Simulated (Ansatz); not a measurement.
`C=NB[SiH3]` + CH₃NH₂ → `CNB[SiH3]` + `C=N`  (ligand exchange at a B–N bond)

Calculated with Ansatz (gas phase, PBE0-D4/def2-TZVP geometries, no zero-point term in ΔE). CBS: MP2 limit from def2 TZ/QZ plus the TZ coupled-cluster correction, frozen cores. This one scheme is used for every species. DFT in def2-TZVPP. One conformer a species, not always the lowest.

```tsv
level	ΔE (kcal/mol)
B97M-V	-4.7
HF/def2-QZVPP	-9.2
```

(1) What does CCSD(T)/CBS give? (An estimate is asked.)

Largest T1 diagnostic among the species: 0.017.

## Answers

(1) The calculation gave: -7.7 kcal/mol. The listed levels differ from it by 3.0, -1.5 kcal/mol.

From BLYP to BHLYP (50 % exact exchange), in def2-TZVPP and without D4, ΔE moves by −3.4 kcal/mol. In def2-TZVPP, CCSD(T) changes the Hartree–Fock value by +1.0 kcal/mol (the triples alone add +0.3 kcal/mol) and MP2 by +1.4 kcal/mol. At CCSD(T), def2-SVP lies −0.9 kcal/mol from the extrapolated value and def2-TZVPP −0.6 kcal/mol.
